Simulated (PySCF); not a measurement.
**Radial density of Cu⁻ (copper, charge -1)**

wB97M-V, [Ar] 3d10 4s2, closed-shell 1S. Calculation: PySCF 2.14, in aug-cc-pVTZ-PP with one added diffuse shell each of s, p, d, f, g type with ECP10MDF (7s7p6d4f3g, 113 functions); a scalar-relativistic core potential. This is the valence pseudo-density: the core potential removes the inner electrons and smooths the orbitals near the nucleus.

```json
{"r (bohr)": "0.00610", "4πr²ρ (e/bohr)": "1.592e-05"}
{"r (bohr)": "0.0103", "4πr²ρ (e/bohr)": "4.286e-05"}
{"r (bohr)": "0.0173", "4πr²ρ (e/bohr)": "0.0001134"}
{"r (bohr)": "0.0290", "4πr²ρ (e/bohr)": "0.0003994"}
{"r (bohr)": "0.0489", "4πr²ρ (e/bohr)": "0.003334"}
{"r (bohr)": "0.0822", "4πr²ρ (e/bohr)": "0.04144"}
{"r (bohr)": "0.138", "4πr²ρ (e/bohr)": "0.4185"}
{"r (bohr)": "0.232", "4πr²ρ (e/bohr)": "2.933"}
{"r (bohr)": "0.391", "4πr²ρ (e/bohr)": "13.47"}
{"r (bohr)": "0.658", "4πr²ρ (e/bohr)": "22.26"}
{"r (bohr)": "1.11", "4πr²ρ (e/bohr)": "9.106"}
{"r (bohr)": "1.86", "4πr²ρ (e/bohr)": "2.121"}
{"r (bohr)": "3.13", "4πr²ρ (e/bohr)": "0.7622"}
{"r (bohr)": "5.27", "4πr²ρ (e/bohr)": "0.2135"}
{"r (bohr)": "8.86", "4πr²ρ (e/bohr)": "0.02945"}
{"r (bohr)": "14.9", "4πr²ρ (e/bohr)": "0.0008052"}
```

Energies and moments cover only the electrons outside the core potential.
